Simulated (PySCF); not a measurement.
Br₄Sn (SMILES [Br][Sn]([Br])([Br])[Br]), singlet, at a GFN2-xTB geometry (such geometries of metal compounds can be far from the true shape) (all electrons, no relativity). Base run: HF/STO-3G run with PySCF.

Input for PySCF:
```python
from pyscf import gto, scf

mol = gto.Mole()
mol.atom = '''
    Br   -0.91186099    2.25519566   -0.77092607
    Sn   -0.00000000    0.00000000    0.00000000
    Br   -1.75646102   -1.80817005   -0.39634669
    Br    0.55773232    0.11338300    2.48752968
    Br    2.11058968   -0.56040861   -1.32025692
'''
mol.basis = 'sto-3g'
mol.verbose = 4
mol.build()

mf = scf.RHF(mol)
mf.kernel()
mf.analyze()
```

Each row names what was changed in the base input (with any setting that the change needs).

| change | ΔE vs base (mEh) | SCF cycles |
|---|---|---|
| base | 0.000 | 8 |
| conv_tol = 1e-6 | 0.000 | 6 |
| diis_space = 2 | 0.000 | 9 |
| level_shift = 0.5 (with mf.max_cycle = 100) | 0.000 | 14 |
| solver = newton | 0.000 | - |
| damp = 0.5; diis_start_cycle = 5 | 0.000 | 10 |
| conv_tol = 1e-7 | 0.000 | 6 |
| diis_space = 20 | 0.000 | 8 |
| level_shift = 0.3 (with mf.max_cycle = 100) | 0.000 | 11 |
| DIIS = EDIIS | 0.000 | 20 |
| DIIS = ADIIS | 0.000 | 10 |
| diis_space = 4 | 0.000 | 8 |
| init_guess = atom | 0.000 | 7 |
